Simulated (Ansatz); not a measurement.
Abridged output of a molecular run in Ansatz:

```
Functional definition: HF
733 factors; integrals over basis functions are off by at most 1.2e-3 eV
mean field evaluation 1: about -12761.2072 eV, gradient 3.5e1 eV
mean field evaluation 2: about -12761.2589 eV, gradient 3.5e1 eV
mean field evaluation 4: about -12764.0735 eV, gradient 3.0e0 eV
mean field evaluation 8: about -12764.1151 eV, gradient 2.4e-1 eV
mean field -12764.11538528 eV, -469.0725885810 hartree, gradient 2.4e-6 eV, S^2 0.000000; 0 other end points of the search recorded, 0 dependent functions left out
8 core orbitals not correlated: weight in the atoms' cores, before any rotation towards them, 1.000 or more for the frozen orbitals, at most 0.000 for the correlated occupied ones
reference -12764.11538528 eV, -469.0725885810 hartree; 11, 11 occupied and 56, 56 virtual orbitals, 733 factors
second order -14.30815000 eV of doubles, -0.00000000 eV of singles
cycle   1  -14.63369852 eV  change   -3.3e-1 eV  update   9.7e-2
cycle   2  -15.02629462 eV  change   -3.9e-1 eV  update   2.9e-2
cycle   3  -15.12625948 eV  change   -1.0e-1 eV  update   1.6e-2
cycle   4  -15.12090031 eV  change    5.4e-3 eV  update   3.7e-3
cycle   5  -15.11876646 eV  change    2.1e-3 eV  update   1.5e-3
cycle   6  -15.11925686 eV  change   -4.9e-4 eV  update   5.3e-4
cycle   7  -15.11907552 eV  change    1.8e-4 eV  update   2.0e-4
cycle   8  -15.11902225 eV  change    5.3e-5 eV  update   6.8e-5
cycle   9  -15.11904699 eV  change   -2.5e-5 eV  update   3.0e-5
cycle  10  -15.11905087 eV  change   -3.9e-6 eV  update   8.9e-6
perturbative correction -0.42546247 eV, -0.0156354572 hartree
Total energy: -12779.65989862 eV, -469.6438389096 hartree
```

Its atoms:

Z-matrix (Å, degrees):
```
Si
B 1 1.921
N 1 1.767 2 43.7
H 1 1.486 2 125.5 3 91.4
H 1 1.486 2 125.5 3 -91.4
F 2 1.318 1 161.9 3 180.0
H 3 1.009 1 146.0 2 180.0
```

**Question.** Which basis set was used?
A. def2-TZVPP
B. def2-QZVPP
C. def2-SVPD
D. def2-SVP

**Answer.** D. It gives 75 functions.

**Question.** Write the keys of the input that set method, charge and spin (a neutral closed shell needs none for the last two).

**Answer.** 
```yaml
correlation: {method: ccsd_t}
```
